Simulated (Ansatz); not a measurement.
Molecule: sum formula SiHBr2, charge 0, multiplicity 2. It need not be the lowest isomer of its formula. 
Structure (B3LYP-D3(BJ)/def2-TZVP (Ansatz, an electronic-structure program) minimum search):
```
Si
H 1 1.4868
Br 1 2.2332 2 107.40
Br 1 2.2332 2 107.40 3 119.68
```
Charge 0, spin multiplicity 2.

Basis-set convergence of Hartree-Fock and CCSD(T) correlation energies (hartree) with Ansatz. Cores are frozen in the correlated levels unless marked. UHF or UKS for open shells. Spin-orbit coupling is left out. The frozen core is the preceding noble-gas configuration, with the filled d and f shells of earlier blocks. Non-relativistic.

```json
[
 {"basis": "def2-SVPD", "functions": "114", "E(HF)": "-5433.68996", "E(corr, CCSD(T))": "-0.37406"},
 {"basis": "def2-TZVPPD", "functions": "179", "E(HF)": "-5434.41977", "E(corr, CCSD(T))": "-0.47737"},
 {"basis": "def2-QZVPPD", "functions": "305", "E(HF)": "-5434.52635", "E(corr, CCSD(T))": "-0.52085"}
]
```

Extrapolating the two largest sets (X = 3 and 4) as X^-3: E(corr) = (64·(-0.52085) - 27·(-0.47737))/37 = -0.5526 Eh, an estimate of the basis-set limit. The largest set recovers 94.3 % of it, the smallest 67.7 %.
